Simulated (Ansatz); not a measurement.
A nudged elastic band was laid between two geometries of ClGaH₅N (8 atoms, charge 0, multiplicity 1).

All numbers below come from RHF/def2-SVP in Ansatz 0.2.0.

```json
{
 "movable images": "9",
 "climbing image": "yes",
 "spring": "5.0 eV/Å²",
 "optimiser": "quadratic models (default)",
 "start path": "through a guess of the saddle point",
 "force threshold": "0.2 eV/Å",
 "iteration limit": "60",
 "end points": "relaxed"
}
```

First end point:

```xyz
8
Properties=species:S:1:pos:R:3
Ga 0.033 -0.091 0.178
Cl -0.204 0.803 2.206
H 1.476 0.076 -0.424
H -1.292 -0.094 -0.671
N 0.090 -2.132 0.903
H -0.592 -2.732 0.466
H 0.996 -2.559 0.797
H -0.118 -2.088 1.890
```

Last end point:

```xyz
8
Properties=species:S:1:pos:R:3
Ga 0.137 -0.551 -0.491
Cl -0.327 -0.048 3.246
H 1.520 0.141 -0.734
H -1.245 -0.078 -1.052
N 0.132 -2.051 0.583
H -0.651 -2.679 0.607
H 0.976 -2.551 0.793
H -0.154 -0.999 2.394
```

Problem. Which bonds break or form, and what moves?

Solution. Bonds broken: Ga1–Cl2, N5–H8. Bonds formed: Cl2–H8. ClGaH5N becomes ClH + GaH4N.

Problem. Give the energies along the band, and the barrier.

Solution. It converged. The highest image is number 7 of 0 to 10, 2.03 eV above the first end and 0.13 eV above the last; the last end lies 1.90 eV above the first. The threshold of 0.2 eV/Å is loose, so the images may lie well off the minimum-energy path. Another band between the same ends (9 images) ends at a top of the same energy, where a vibrational analysis finds 1 clearly imaginary mode. The orbitals stay closed-shell, which can raise the energy where a bond breaks towards radicals; this wasn't checked here.

| image | path coordinate (Å) | energy (eV) | Ga1–Cl2 (Å) | N5–H8 (Å) | Cl2–H8 (Å) |
| --- | --- | --- | --- | --- | --- |
| 0 | 0.00 | 0.00 | 2.23 | 1.01 | 2.91 |
| 1 | 0.23 | 0.01 | 2.24 | 1.01 | 2.72 |
| 2 | 0.46 | 0.08 | 2.26 | 1.01 | 2.45 |
| 3 | 0.69 | 0.24 | 2.33 | 1.01 | 2.20 |
| 4 | 0.93 | 0.59 | 2.49 | 1.03 | 2.00 |
| 5 | 1.16 | 1.13 | 2.69 | 1.09 | 1.83 |
| 6 | 1.39 | 1.79 | 2.82 | 1.28 | 1.61 |
| 7 | 1.62 | 2.03 | 2.90 | 1.54 | 1.40 |
| 8 | 1.96 | 1.94 | 3.18 | 1.88 | 1.31 |
| 9 | 2.30 | 1.91 | 3.51 | 2.08 | 1.29 |
| 10 | 2.64 | 1.90 | 3.80 | 2.11 | 1.29 |

Problem. What is the geometry of the highest image?

Solution. 
```xyz
8
Properties=species:S:1:pos:R:3
Ga 0.094 -0.442 -0.210
Cl -0.259 0.074 2.623
H 1.498 0.177 -0.495
H -1.288 -0.035 -0.811
N 0.110 -2.082 0.774
H -0.642 -2.735 0.635
H 0.974 -2.596 0.823
H -0.099 -1.177 2.006
```

The run took 3.4 min on 1 thread of Arm Neoverse V1, with other jobs on the host, peak memory 0.19 GiB.
